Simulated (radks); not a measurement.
Species: Ne IV. Configuration: [He] 2s2 2p3.

Method: scalar-relativistic Kohn-Sham, r2SCAN, spin-polarised, spherical densities, finite nucleus; open shells are filled with parallel spins first; meta-GGA in the generalised Kohn-Sham scheme; Fermi nuclear charge, rms radius 3.0055 fm; computed with a radial shooting solver on a logarithmic mesh with Libxc functionals.

Energy parts (Ry):
| part | energy |
|---|---|
| total | -248.88951 |
| kinetic | 249.08215 |
| electron-nucleus | -563.71791 |
| Hartree | 87.14651 |
| exchange-correlation | -21.40027 |

Orbitals (lengths in bohr, moments of r in powers of bohr; <r^-3> diverges for s and p1/2):
orbital,occ.,eigenvalue (Ry),<r^-3>,<1/r>,<r^4>
1s up,1,-67.82349,-,9.622,0.002972
1s down,1,-67.47807,-,9.662,0.002871
2s up,1,-8.02694,-,1.862,0.9496
2s down,1,-7.21638,-,1.780,1.117
2p up,3,-6.26898,16.83,1.753,0.9625
2p down,0,-5.38474,15.27,1.672,1.246

The highest occupied level is 2p up at -85.294 eV. The electron density at the nucleus is 656.3 e/bohr^3 (large components only). The density falls to 0.001 e/bohr^3 at r = 2.15 bohr.
